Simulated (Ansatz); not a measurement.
C2H2BrF (`C=C(F)Br`), relaxed with RKS PBE0-D4/def2-TZVP in Ansatz 0.2.0 from a PBE-D4/def2-SVP geometry. The force threshold is 0.005 eV/Å; the program also tests the step.

Total charge 0; spin multiplicity 1.

Start:

```xyz
6

C    -0.514    0.237    0.552
C     0.281   -0.256   -0.406
F    -0.012   -1.349   -1.107
Br    1.937    0.507   -0.923
H    -1.458   -0.279    0.780
H    -0.234    1.141    1.105
```

How much energy does the relaxation release, and in how many steps? (Best estimate.)

The calculation gave: 0.03 eV, in 4 steps.

Which bonds change most? (An estimate is asked.)

The calculation gave: C2–Br4 from 1.896 to 1.874 Å; C1–C2 from 1.339 to 1.317 Å; C1–H5 from 1.100 to 1.082 Å; C1–H6 from 1.096 to 1.078 Å.

Give the relaxed structure. (Estimate.)

Ansatz gave: 
```xyz
6

C    -0.509    0.233    0.545
C     0.278   -0.246   -0.396
F    -0.014   -1.333   -1.092
Br    1.917    0.499   -0.916
H    -1.438   -0.274    0.769
H    -0.235    1.122    1.090
```
